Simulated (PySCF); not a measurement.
A geometry optimisation on `[Si@H]([GeH3])([SiH3])C#N`.

Method: PBE0-D3(BJ)/def2-SVP geometry optimisation, gas phase (PySCF 2.14.0). Start geometry: GFN2-xTB. The command runs a driver script over a list of jobs; the input below is this job's line of settings and its coordinates in Å.

Command:
```bash
OMP_NUM_THREADS=1 python probes_run.py task.json out
```

Input:
```
{"job": {"xc": "PBE0", "basis": "def2-SVP", "d3": "d3bj", "grid": 1, "shake": 0.01, "kind": "geom"}, "charge": 0, "multiplicity": 1}
N      0.180900     3.151140    -0.683100
C      0.107430     2.141070    -0.190080
Si     0.031000     0.439160     0.568090
Si     2.016770    -0.718330    -0.006210
Ge    -1.968370    -0.502280    -0.198390
H     -0.094270     0.770040     2.004290
H      1.950580    -2.060390     0.595690
H      3.202460    -0.039990     0.475610
H      2.089190    -0.875650    -1.434590
H     -2.211250    -1.871550     0.380000
H     -2.044510    -0.709070    -1.661430
H     -3.220240     0.247570     0.141090
```

Task: Estimate the output.

Result: 
```
step   0  E = -2751.90051303  max force = 0.084887
step   1  E = -2751.91104699  max force = 0.010891
step   2  E = -2751.91157605  max force = 0.002650
step   3  E = -2751.91162034  max force = 0.000907
step   4  E = -2751.91163633  max force = 0.000661
step   5  E = -2751.91164018  max force = 0.000495
step   6  E = -2751.91164033  max force = 0.000419
optimisation converged
```

Energies in Eh; «max force» is the largest Cartesian gradient component in Eh/bohr.

Task: Give the first gradient maximum in eV/Å.

Result: With 1 Eh/bohr = 51.422 eV/Å, 4.365 eV/Å.

In short: final energy -2751.91164 Eh after 6 steps; dipole 3.60 D.

Task: Where do the atoms end?

Result: 0.093 Å rms from the input after alignment:
```
atom  x, y, z in Å
N1     0.0231    2.9568   -0.6884
C2    -0.0964    1.9437   -0.1344
Si3   -0.2807    0.2845    0.6873
Si4    1.6105   -0.9739    0.1037
Ge5   -2.3092   -0.6707   -0.1283
H6    -0.3480    0.5453    2.1560
H7     1.4982   -2.3206    0.7417
H8     2.8543   -0.2945    0.5717
H9     1.6373   -1.1264   -1.3814
H10   -2.4936   -2.0597    0.5092
H11   -2.2074   -0.8210   -1.6550
H12   -3.5040    0.2258    0.2325
```

Time: 95 s of wall time; peak memory 0.53 GiB. Hardware: one thread of an Arm Neoverse N1, shared host with 64 logical CPUs at a one-minute load of 62.
Labels such as C1 count atoms from 1, the log's own numbers from 0.
